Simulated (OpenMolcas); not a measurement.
OpenMolcas run: Nd²⁺

Input:

```
&GATEWAY
Coord
1

Nd 0.0 0.0 0.0
Basis=ANO-RCC-VDZP
Group=XYZ
NoMove
AngMom=0.0 0.0 0.0
AMFI
&SEWARD
&RASSCF
FileOrb=start.orb
Symmetry=1
Spin=5
nActEl=4 0 1
Inactive=15 12
Ras2=0 7
Ras3=5 0
CIRoot=35 35 1
SDav=35
CIMx=300
Iter=120 100
PrWF=0.3
OrbListing=Nothing
MaxOrb=0
Thrs=2.0e-7 1.0e-1 5.0e-4
Atom
>>> COPY $Project.JobIph JOB001
&RASSCF
FileOrb=start.orb
Symmetry=1
Spin=3
nActEl=4 0 1
Inactive=15 12
Ras2=0 7
Ras3=5 0
CIRoot=142 142 1
SDav=210
CIMx=300
Iter=120 100
PrWF=0.3
OrbListing=Nothing
MaxOrb=0
Thrs=2.0e-7 1.0e-1 5.0e-4
Atom
CIOnly
>>> COPY $Project.JobIph JOB002
&RASSCF
FileOrb=start.orb
Symmetry=1
Spin=1
nActEl=4 0 1
Inactive=15 12
Ras2=0 7
Ras3=5 0
CIRoot=142 142 1
SDav=196
CIMx=300
Iter=120 100
PrWF=0.3
OrbListing=Nothing
MaxOrb=0
Thrs=2.0e-7 1.0e-1 5.0e-4
Atom
CIOnly
>>> COPY $Project.JobIph JOB003
&RASSCF
FileOrb=start.orb
Symmetry=2
Spin=5
nActEl=4 0 1
Inactive=15 12
Ras2=0 7
Ras3=5 0
CIRoot=175 175 1
SDav=175
CIMx=300
Iter=120 100
PrWF=0.3
OrbListing=Nothing
MaxOrb=0
Thrs=2.0e-7 1.0e-1 5.0e-4
Atom
>>> COPY $Project.JobIph JOB004
&RASSCF
FileOrb=start.orb
Symmetry=2
Spin=3
nActEl=4 0 1
Inactive=15 12
Ras2=0 7
Ras3=5 0
CIRoot=142 142 1
SDav=735
CIMx=300
Iter=120 100
PrWF=0.3
OrbListing=Nothing
MaxOrb=0
Thrs=2.0e-7 1.0e-1 5.0e-4
Atom
CIOnly
>>> COPY $Project.JobIph JOB005
&RASSCF
FileOrb=start.orb
Symmetry=2
Spin=1
nActEl=4 0 1
Inactive=15 12
Ras2=0 7
Ras3=5 0
CIRoot=142 142 1
SDav=560
CIMx=300
Iter=120 100
PrWF=0.3
OrbListing=Nothing
MaxOrb=0
Thrs=2.0e-7 1.0e-1 5.0e-4
Atom
CIOnly
>>> COPY $Project.JobIph JOB006
&RASSI
NrOfJobIphs=5 30 52 90 112 13
1 2 3 4 5 6 7 8 9 10 11 12 13 14 15 16 17 18 19 20 21 22 23 24 25 26 27
28 29 30
1 2 3 4 5 6 7 8 9 10 11 12 13 14 15 16 17 18 19 20 21 22 23 24 25 26 27
28 29 30 31 32 33 34 35 36 37 38 39 40 41 42 43 44 45 46 47 48 49 50 51
52
1 2 3 4 5 6 7 8 9 10 11 12 13 14 15 16 17 18 19 20 21 22 23 24 25 26 27
28 29 30 31 32 33 34 35 36 37 38 39 40 41 42 43 44 45 46 47 48 49 50 51
52 53 54 55 56 57 58 59 60 61 62 63 64 65 66 67 68 69 70 71 72 73 74 75
76 77 78 79 80 81 82 83 84 85 86 87 88 89 90
1 2 3 4 5 6 7 8 9 10 11 12 13 14 15 16 17 18 19 20 21 22 23 24 25 26 27
28 29 30 31 32 33 34 35 36 37 38 39 40 41 42 43 44 45 46 47 48 49 50 51
52 53 54 55 56 57 58 59 60 61 62 63 64 65 66 67 68 69 70 71 72 73 74 75
76 77 78 79 80 81 82 83 84 85 86 87 88 89 90 91 92 93 94 95 96 97 98 99
100 101 102 103 104 105 106 107 108 109 110 111 112
1 2 3 4 5 6 7 8 9 10 11 12 13
IphNames
JOB001
JOB002
JOB004
JOB005
JOB006
EJob
SpinOrbit
DIPRint=1.0
SOCoupling=1000.0
Subsets=2
Property=9
'ANGMOM' 1 'ANGMOM' 2 'ANGMOM' 3 'MLTPL  1' 1 'MLTPL  1' 2 'MLTPL  1' 3
'AMFI' 1 'AMFI' 2 'AMFI' 3
SOProperty=3
'ANGMOM' 1 'ANGMOM' 2 'ANGMOM' 3
```

Launched by
```bash
OMP_NUM_THREADS=1 MOLCAS_MEM=2252 MOLCAS_PROJECT=a pymolcas a.inp > a.log  # once for each step of the input, in one work folder
```

A driver script runs the steps one by one and writes start.orb anew before each from the orbitals found so far, so a CI-only block uses the converged orbitals of the first block.

Output, cut to the results:

```
--- SEWARD ---
Basis set label: ND.ANO-RCC...7S6P4D2F1G.

      Electronic valence basis set:
      ------------------
      Associated Effective Charge  60.000000 au
      Associated Actual Charge     60.000000 au
      Nuclear Model: Point charge

      Shell  nPrim  nBasis  Cartesian Spherical Contaminant
         s      25       7        X
         p      22       6        X
         d      15       4                 X
         f      11       2                 X
         g       4       1                 X
                  Relativistic Douglas-Kroll-Hess integrals:
                    - DKH order of Hamiltonian: 2
                    - DKH order of Properties : 0
                  Atomic mean-field integrals
--- RASSCF ---
Wave function specifications:
      -----------------------------

      Number of closed shell electrons          54
      Number of electrons in active shells       4
      Max number of holes in RAS1 space          0
      Max nr of electrons in RAS3 space          1
      Number of inactive orbitals               27
      Number of active orbitals                 12
      Number of secondary orbitals              29
      Spin quantum number                      2.0
      State symmetry                             1
Orbital specifications:
      -----------------------

      Symmetry species                           1   2
                                                ag  au
      Frozen orbitals                            0   0
      Inactive orbitals                         15  12
      Active orbitals                            5   7
      RAS1 orbitals                              0   0
      RAS2 orbitals                              0   7
      RAS3 orbitals                              5   0
      Secondary orbitals                        16  13
      Deleted orbitals                           0   0
      Number of basis functions                 36  32
      Number of CSFs                            35
      Number of root(s) required                35
      Iter CI   SX   CI       RASSCF       Energy    max ROT     max BLB   max BLB  Level Ln srch  Step   QN
          iter iter root      energy       change     param      element    value   shift minimum  type update
 Nr of preliminary CI iterations:   1
 ###############################################################################
 ###############################################################################
 ###                                                                         ###
 ###                                                                         ###
 ###    WARNING: Problems in orbital optimization.                           ###
 ###                                                                         ###
 ###                                                                         ###
 ###############################################################################
 ###############################################################################
  Warning: In symmetry  1, orbital p=  16 has diagonal density matrix element D(p,p) close to zero. D(p,p)=  0.000000E+00
  Warning: In symmetry  1, orbital p=  17 has diagonal density matrix element D(p,p) close to zero. D(p,p)=  0.000000E+00
        ...
  Warning: In symmetry  1, orbital p=  18 has diagonal density matrix element D(p,p) close to zero. D(p,p)=  0.000000E+00
  Warning: In symmetry  1, orbital p=  19 has diagonal density matrix element D(p,p) close to zero. D(p,p)=  0.000000E+00
  Warning: In symmetry  1, orbital p=  20 has diagonal density matrix element D(p,p) close to zero. D(p,p)=  0.000000E+00
        7   1    4    0  -615.40659434   -1.05E-07  -4.15E-05   11  21 2  1.00E-04   0.50   1.57    LS   YES
      Convergence after  7 iterations
        8   1    4    0  -615.40659435   -1.62E-08  -4.15E-05   13  26 1 -2.39E-05   0.50   1.57    LS   YES
      Natural orbitals and occupation numbers for root  1
      sym 1:   0.000000   0.000000   0.000000   0.000000   0.000000
      sym 2:   0.325045   0.401949   0.938621   0.158379   0.689004   0.625584   0.861418
      Natural orbitals and occupation numbers for root  2
      sym 1:   0.000000   0.000000   0.000000   0.000000   0.000000
      sym 2:   0.392207   0.657654   0.515306   0.798872   0.556539   0.418666   0.660755
      Natural orbitals and occupation numbers for root  3
      sym 1:   0.000000   0.000000   0.000000   0.000000   0.000000
...
--- RASSI ---
SPIN-FREE ENERGIES:
  (Shifted by EMIN (a.u.) =      -9615.4672715897)

 SF State       Relative EMIN(au)   Rel lowest level(eV)    D:o, cm**(-1)      L_eff

     1             0.0000000000        0.0000000000              0.0000         6.0
     2             0.0000000000        0.0000000000              0.0000         6.0
     3             0.0000000000        0.0000000000              0.0000         6.0
     4             0.0000000000        0.0000000000              0.0000         6.0
     5             0.0000000000        0.0000000000              0.0000         6.0
     6             0.0000000000        0.0000000000              0.0000         6.0
     7             0.0000000000        0.0000000000              0.0000         6.0
     8             0.0000000000        0.0000000000              0.0000         6.0
     9             0.0000000000        0.0000000000              0.0000         6.0
    10             0.0000000000        0.0000000000              0.0000         6.0
    11             0.0000000000        0.0000000000              0.0000         6.0
    12             0.0000000000        0.0000000000              0.0000         6.0
    13             0.0000000000        0.0000000000              0.0000         6.0
    83             0.0271810177        0.7396331704           5965.5438         7.0
    84             0.0271810177        0.7396331704           5965.5438         7.0
    85             0.0271810177        0.7396331704           5965.5438         7.0
    86             0.0271810177        0.7396331704           5965.5438         7.0
    87             0.0271810177        0.7396331704           5965.5438         7.0
    88             0.0271810177        0.7396331704           5965.5438         7.0
    89             0.0271810177        0.7396331704           5965.5438         7.0
    90             0.0271810177        0.7396331704           5965.5438         7.0
...
```

Levels above the lowest, from the spin-orbit matrix, grouped by J:

```tsv
Configuration	Term	J	E (cm⁻¹)	Measured (cm⁻¹)	g	Term weight %	Second
4f⁴	⁵I	4	0.0	0.0	0.602	98	
4f⁴	⁵I	5	1191	1138	0.901	99	
4f⁴	⁵I	6	2530	2388	1.071	99	
4f⁴	⁵I	7	3969	3715	1.177	99	
4f³ 5d	⁵L°	6	4670	15158	0.721	95	4 ³K°(1)
4f³ 5d	⁵K°	5	4912	15262	0.679	92	6 ³I°(1)
4f⁴	⁵I	8	5464	5093	1.248	98	2 ³K
4f³ 5d	⁵L°	7	6524	16953	0.913	97	2 ³K°(1)
4f³ 5d	⁵K°	6	6580	16938	0.909	96	3 ³I°(1)
4f³ 5d	⁵K°	7	8380	18656	1.054	98	
4f³ 5d	⁵L°	8	8542	18861	1.043	99	
4f³ 5d	⁵I°	4	10225	18884	0.618	91	7 ³H°(1)
4f³ 5d	⁵K°	8	10266	20411	1.151	98	
4f³ 5d	⁵L°	9	10706	20860	1.134	100	
4f³ 5d	³I°(1)	5	11030		0.863	64	20 ⁵I°
4f³ 5d	⁵H°(1)	3	11380		0.535	87	12 ³G°
4f³ 5d	⁵I°	5	11635	20349	0.913	75	10 ³H°(1)
4f³ 5d	³I°(1)	6	12021		1.022	46	24 ⁵I°
4f³ 5d	⁵H°(1)	4	12123		0.859	67	28 ³H°(1)
4f³ 5d	⁵K°	9	12235	22197	1.220	97	3 ³L°
4f³ 5d	⁵L°	10	12997	22932	1.200	100	
4f³ 5d	⁵I°	6	13288	21981	1.077	72	13 ³I°(1)
4f³ 5d	³H°(1)	4	13359		0.908	44	23 ⁵H°(1)
4f³ 5d	⁵G°(1)	2	13573	21477	0.332	100
```

Against the 18 measured excited levels shown (Ding et al., The Spectrum and Energy Levels of the Low-lying Configurations of Nd III (preprint, 2023)) the mean absolute deviation is 7600 cm-1; the largest miss in energy is 4f³ 5d ⁵L°₆: computed 4670, measured 15158 cm⁻¹ (-69.2 %).

High states are left out of the spin-orbit mixing, which shifts the levels that they would mix with. Without dynamic correlation excited terms often stand tens of per cent too high (terms of higher spin than the ground term too low), and those without a measured partner can miss by more than the paired ones. Terms from blocks run as CI alone lack orbitals of their own. Measured partners are found by configuration, term and J. A level has none where our copy of the source lacks it or the pairing is in doubt (some pairs that miss far off the trend of their configuration count as doubtful), and it then counts in no deviation. Levels of configurations outside the active space are missing. The first state left out of the spin-orbit step lies near 24000 cm-1 above the lowest spin-free state of the reference (among the parities and spins computed), and the list stops at four fifths of that energy or lower. The table shows the lowest 24 of 51 levels.

The term weight is that of the spin-free term in the level, not the purity of its configuration. A number in round brackets counts repeated terms of one configuration in the order of the reference energies. ° marks odd parity.
